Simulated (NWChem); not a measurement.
System: C₂H₅FOSi₂; SMILES FC=C1[SiH2]O[SiH2]1

The following NWChem deck was run.

```
start job
memory heap 200 mb stack 900 mb global 1100 mb
geometry units angstroms noautosym nocenter noautoz
  F      0.145022    -2.772671     0.000000
  C     -0.729816    -1.743745     0.000000
  C     -0.334225    -0.479122     0.000000
  Si    -1.105225     1.232491     0.000000
  O      0.459104     1.882577     0.000000
  Si     1.318855     0.418277     0.000000
  H     -1.752016    -2.117595     0.000000
  H     -1.882596     1.611718    -1.209295
  H     -1.882596     1.611718     1.209295
  H      2.163925     0.251282     1.210615
  H      2.163925     0.251282    -1.210615
end
basis spherical
  * library 6-31+g*
end
dft
  xc pbe0
  iterations 150
end
property
  response 1 0.0
end
task dft property
```

NWChem printed, in part:

```
             Northwest Computational Chemistry Package (NWChem) 7.3.0
             --------------------------------------------------------

                             Geometry "geometry" -> ""
                             -------------------------

 Output coordinates in angstroms (scale by  1.889725989 to convert to a.u.)

  No.       Tag          Charge          X              Y              Z
 ---- ---------------- ---------- -------------- -------------- --------------
    1 F                    9.0000     0.14502200    -2.77267100     0.00000000
    2 C                    6.0000    -0.72981600    -1.74374500     0.00000000
    3 C                    6.0000    -0.33422500    -0.47912200     0.00000000
    4 Si                  14.0000    -1.10522500     1.23249100     0.00000000
    5 O                    8.0000     0.45910400     1.88257700     0.00000000
    6 Si                  14.0000     1.31885500     0.41827700     0.00000000
    7 H                    1.0000    -1.75201600    -2.11759500     0.00000000
    8 H                    1.0000    -1.88259600     1.61171800    -1.20929500
    9 H                    1.0000    -1.88259600     1.61171800     1.20929500
   10 H                    1.0000     2.16392500     0.25128200     1.21061500
   11 H                    1.0000     2.16392500     0.25128200    -1.21061500

 Effective nuclear repulsion energy (a.u.)     355.5925761732

                              NWChem Property Module
                              ----------------------

                                 NWChem DFT Module
                                 -----------------

 Summary of "ao basis" -> "ao basis" (spherical)
 ------------------------------------------------------------------------------
       Tag                 Description            Shells   Functions and Types
 ---------------- ------------------------------  ------  ---------------------
 F                          6-31+g*                  8       18   4s3p1d
 C                          6-31+g*                  8       18   4s3p1d
 Si                         6-31+g*                 10       22   5s4p1d
 O                          6-31+g*                  8       18   4s3p1d
 H                          6-31+g*                  2        2   2s

            General Information
            -------------------
          SCF calculation type: DFT
          Wavefunction type:  closed shell.
          No. of atoms     :    11
          No. of electrons :    62
           Alpha electrons :    31
            Beta electrons :    31
          Charge           :     0
          Spin multiplicity:     1
          Use of symmetry is: off; symmetry adaption is: off
          Maximum number of iterations: 150
          AO basis - number of functions:   126
                     number of shells:    62
          Convergence on energy requested:  1.00D-06
          Convergence on density requested:  1.00D-05
          Convergence on gradient requested:  5.00D-04

              XC Information
              --------------
                         PBE0 Method XC Functional
                     Hartree-Fock (Exact) Exchange  0.250
          PerdewBurkeErnzerhof Exchange Functional  0.750
            Perdew 1991 LDA Correlation Functional  1.000 local
           PerdewBurkeErnz. Correlation Functional  1.000 non-local

             Grid Information
             ----------------
          Grid used for XC integration:  medium
          Radial quadrature: Mura-Knowles
          Angular quadrature: Lebedev.
          Tag              B.-S. Rad. Rad. Pts. Rad. Cut. Ang. Pts.
          ---              ---------- --------- --------- ---------
          F                   0.50       49          14.0       434
          C                   0.70       49          13.0       434
          Si                  1.10       88          13.0       590
          O                   0.60       49          13.0       434
          H                   0.35       45          13.0       434
          Grid pruning is: on
          Number of quadrature shells:   597
          Spatial weights used:  Erf1

      Superposition of Atomic Density Guess
      -------------------------------------

 Sum of atomic energies:        -829.58869983

      Non-variational initial energy
      ------------------------------

 Total energy =    -832.163656
 1-e energy   =   -1854.461794
 2-e energy   =     666.705562
 HOMO         =      -0.307197
 LUMO         =      -0.011320

[...]

 DFT Linear Response polarizability / au
 Frequency  =       0.0000000 / au
              X              Y              Z
 -----------------------------------------------
 X      76.3055791     -0.8474434      0.0000000
 Y      -0.8475129     81.5484736      0.0000000
 Z       0.0000001      0.0000000     57.5916599
 -----------------------------------------------
 Eigenvalues =      76.1720044     81.6820483     57.5916599
 Isotropic   =      71.8152375
 Anisotropic =      21.8624861
 -----------------------------------------------

 Magnetic Dipole Response Matrix (nonzero elements):

 Exiting AOResponse driver routine
```

Level: PBE0/6-31+G* (spherical d). Geometry: optimised at B3LYP/6-31G* (spherical d).
